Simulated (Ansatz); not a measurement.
This geometry of a periodic cell of 31 atoms, TiAl30 (host Al, host structure fcc, dopant Ti, one Al atom removed) is a first-order saddle point.

All numbers below come from DFT r2SCAN, scalar-relativistic, plane waves, PAW (Ansatz). Settings: PAW set soft_1, cutoff 500 eV, k mesh 2x2x2, gaussian smearing 0.05 eV, no spin polarisation.

```xyz
31
Lattice="8.1000 0.0000 0.0000 0.0000 8.1000 0.0000 0.0000 0.0000 8.1000" Properties=species:S:1:pos:R:3
Al 4.052 0.055 0.055
Al 6.105 2.004 0.016
Al 6.099 0.016 2.010
Ti 0.006 -1.008 -1.018
Al 1.996 2.003 0.016
Al 4.052 3.983 -0.017
Al 5.875 6.013 0.061
Al 2.002 0.015 2.009
Al 4.051 2.020 2.018
Al 6.038 4.018 2.056
Al 4.051 -0.018 3.981
Al 6.030 2.056 4.018
Al 5.870 0.066 6.007
Al 0.002 4.152 -0.072
Al 2.231 6.010 0.064
Al 0.001 2.049 2.053
Al 2.065 4.018 2.056
Al 4.052 6.091 2.091
Al 0.002 -0.067 4.148
Al 2.073 2.056 4.018
Al 4.051 4.055 4.053
Al 6.105 6.057 4.070
Al 2.233 0.067 6.006
Al 4.051 2.093 6.092
Al 6.099 4.064 6.058
Al 0.002 6.145 1.921
Al 0.001 4.020 4.025
Al 1.996 6.058 4.071
Al 0.001 1.925 6.141
Al 2.002 4.065 6.058
Al 4.052 6.019 6.019
```

Task: Which two structures does it join? (They come from a converged band through this point; their orientation in space is the band's.)

Result: The atom that moves furthest is Ti4, by 3.03 Å; four of its nearest neighbours are Al16 2.82, Al5 2.85, Al8 2.85, Al3 2.86 Å at the first end and Al27 2.82, Al22 2.86, Al25 2.86, Al28 2.86 Å at the last.

Initial state:

```xyz
31
Lattice="8.1000 0.0000 0.0000 0.0000 8.1000 0.0000 0.0000 0.0000 8.1000" Properties=species:S:1:pos:R:3
Al 4.053 0.002 0.000
Al 6.047 2.042 0.022
Al 6.045 0.022 2.039
Ti 0.006 0.060 0.060
Al 2.060 2.041 0.020
Al 4.053 4.063 0.011
Al 6.069 6.076 0.000
Al 2.063 0.022 2.040
Al 4.055 2.013 2.014
Al 6.056 4.039 2.023
Al 4.053 0.010 4.065
Al 6.054 2.024 4.039
Al 6.069 0.003 6.074
Al 0.006 4.077 -0.010
Al 2.040 6.077 -0.001
Al 0.003 2.054 2.051
Al 2.048 4.040 2.024
Al 4.052 6.064 2.015
Al 0.005 -0.005 4.069
Al 2.049 2.026 4.039
Al 4.054 4.015 4.015
Al 6.032 6.031 4.029
Al 2.039 0.001 6.074
Al 4.052 2.016 6.065
Al 6.032 4.028 6.032
Al 0.004 6.076 2.041
Al 0.001 4.020 4.021
Al 2.069 6.032 4.028
Al 0.004 2.042 6.077
Al 2.069 4.030 6.033
Al 4.054 6.063 6.063
```

Final state:

Only the atoms that move by more than 0.05 Å are listed.
```
Ti4 0.000 -2.082 -2.082
Al9 4.050 2.059 2.059
Al21 4.050 4.060 4.060
```

Task: How far does it lie above each of them?

Result: 1.36 eV above the first and 1.36 eV above the second. This is the barrier of this one path; another mechanism may lie lower. Limits of this set-up: coarse k mesh, a small cell, in which the defect meets its images, a typed lattice constant that wasn't relaxed here.

The run took 24 min on 4 threads of Arm Neoverse V1, on a shared host, peak memory 6.6 GiB.
